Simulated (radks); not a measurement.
Values are calculated unless marked as measured or tabulated.
Question: These are the eigenvalues of the occupied orbitals of an atom or ion with whole-number occupations (hartree). Level of theory: scalar-relativistic Kohn-Sham, LDA (Slater exchange, Perdew-Wang correlation), spin-polarised, spherical densities, point nucleus (a radial shooting solver on a logarithmic mesh with Libxc functionals).

| orbital | eigenvalue |
|---|---|
| 1s | -2322.572 |
| 2s | -395.6719 |
| 2p | -348.2546 |
| 3s | -89.89977 |
| 3p | -75.67297 |
| 3d | -58.56545 |
| 4s | -18.13537 |
| 4p | -13.46523 |
| 4d | -7.37430 |
| 5s | -2.58035 |
| 5p | -1.49394 |
| 4f | -0.68978 |
| 6s | -0.41482 |

Which element is it, and in what charge state? The configuration may be excited. Open shells, if any, are filled with parallel spins first.

Answer: Z = 71, lutetium, charge +1: Lu+ in [Xe] 4f14 6s2. The list shows which subshells hold electrons but not how many an open one holds; the 1s level, -2322.6 hartree, gives Z - s = 68.2 by -(Z - s)^2/2, which with screening and relativity narrows Z to a few neighbours, and the depths of the outer levels then fix element, charge and occupations together.
